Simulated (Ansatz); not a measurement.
Consider the redistribution: `[CH3][SnH2][SeH]` + `[OH][GaH][OH]` → `[CH3][SnH3]` + `[OH][Ga]([OH])[SeH]`.

Program: Ansatz. Geometries: PBE0-D4/def2-TZVP. ΔE: electronic, gas phase. CBS: MP2 limit from def2 TZ/QZ plus the TZ coupled-cluster correction, frozen cores. DFT in def2-TZVPP. Elements past krypton have def2 core potentials. For Ga, Se, Sn outer-core shells are correlated without core-valence functions, which leaves a few kJ/mol of doubt a bond. Scalar relativity is left out up to krypton. Each species was taken in one conformer, which may not be the lowest.

```csv
level,ΔE (kcal/mol)
PBE0,-3.6
MP2/def2-QZVPP,-2.4
```

Question: What does CCSD(T)/CBS give? (Best estimate.)

Answer: The calculation gave: -2.2 kcal/mol. The listed levels differ from it by -1.4, -0.2 kcal/mol.

Question: What do rigid-rotor, harmonic-oscillator terms from PBE0-D4/def2-TZVP frequencies (298.15 K, 1 bar) make of the CCSD(T)/CBS value? (An estimate is asked.)

Answer: Ansatz gave: ΔZPE = -0.1 kcal/mol, ΔH = -2.3 kcal/mol, ΔS = -13 J/(mol·K), ΔG = -1.4 kcal/mol.

Largest T1 diagnostic among the species: 0.015.

Leaving LDA and LC-ωPBE aside and taking each functional with its dispersion term where it has one, the values, not all of them listed here, spread over 1.2 kcal/mol, from PBE-QIDH to BLYP-D4. At CCSD(T), def2-SVP lies −3.1 kcal/mol from the extrapolated value and def2-TZVPP −2.6 kcal/mol. From BLYP to BHLYP (50 % exact exchange), in def2-TZVPP and without D4, ΔE moves by −0.7 kcal/mol.
